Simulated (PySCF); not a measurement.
# Dipole polarisabilities along the 5d series, charge +2

Calculated with PySCF 2.14 for the ground configurations, without spin-orbit coupling: coupled response for Hartree-Fock and DFT. Mean α in bohr³, C₆ of like pairs in atomic units.

| species | α UHF | α PBE | α PBE0 | C₆ UHF | C₆ PBE | C₆ PBE0 |
| --- | --- | --- | --- | --- | --- | --- |
| Hf²⁺ [Xe] 4f14 5d2 (aug-cc-pwCVTZ-PP with ECP60MDF, ECP) | 14.06 | 15.59 | 14.84 | 69.73 | 77.05 | 73.49 |
| Ta²⁺ [Xe] 4f14 5d3 (aug-cc-pwCVTZ-PP with ECP60MDF, ECP) | 13.31 | 14.84 | 14.16 | 73.62 | 82.33 | 78.52 |
| W²⁺ [Xe] 4f14 5d4 (aug-cc-pwCVTZ-PP with ECP60MDF, ECP) | 12.26 | 13.75 | 13.09 | 72.15 | 81.59 | 77.48 |
| Re²⁺ [Xe] 4f14 5d5 (aug-cc-pwCVTZ-PP with ECP60MDF, ECP) | 11.07 | 12.40 | 11.87 | 67.66 | 76.70 | 73.18 |
| Os²⁺ [Xe] 4f14 5d6 (aug-cc-pwCVTZ-PP with ECP60MDF, ECP) | 10.46 | 11.71 | 11.24 | 65.57 | 74.51 | 71.21 |
| Ir²⁺ [Xe] 4f14 5d7 (aug-cc-pwCVTZ-PP with ECP60MDF, ECP) | 9.540 | 10.70 | 10.29 | 60.71 | 69.17 | 66.23 |
| Pt²⁺ [Xe] 4f14 5d8 (aug-cc-pwCVTZ-PP with ECP60MDF, ECP) | 8.758 | 9.807 | 9.443 | 56.18 | 63.93 | 61.29 |
| Au²⁺ [Xe] 4f14 5d9 (aug-cc-pwCVTZ-PP with ECP60MDF, ECP) | 8.053 | 8.987 | 8.663 | 51.76 | 58.77 | 56.39 |
| Hg²⁺ [Xe] 4f14 5d10 (aug-cc-pwCVTZ-PP with ECP60MDF, ECP) | 7.323 | 8.174 | 7.886 | 46.92 | 53.32 | 51.20 |
